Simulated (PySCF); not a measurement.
Input file for PySCF: R-M06-2X/def2-TZVPP on H5NO2Sn (SMILES [NH2][SnH]([OH])[OH]), a point of a torsion scan. Elements past Kr take the def2 small-core potentials; no spin–orbit coupling.

```python
from pyscf import gto, dft

mol = gto.M(
    atom='''
    N     1.57538930   -0.62296533    0.30938450
    Sn   -0.26011802    0.17038965    0.36619139
    O    -1.55800484   -1.27542695    0.46055121
    O    -0.69420701    0.98441790   -1.33140469
    H     2.22379242   -0.03790768   -0.20371219
    H     1.57058142   -1.51818217   -0.16932411
    H    -0.41178671    1.25112086    1.62010120
    H    -1.45851298   -1.88836136    1.18616020
    H    -1.56056027    0.74431280   -1.65904438
    ''',
    basis='def2-tzvpp',
    ecp={'Sn': 'def2-tzvpp'},
    charge=0, spin=0, verbose=4, max_memory=1800)
mf = dft.RKS(mol, xc='m062x').density_fit(auxbasis='def2-universal-jkfit')
mf.grids.level = 4
mf.conv_tol = 1e-9
mf.max_cycle = 150
mf.kernel()
mf.dip_moment()
```

Question: Give the final energy of this run.

Answer: -422.4976 hartree.
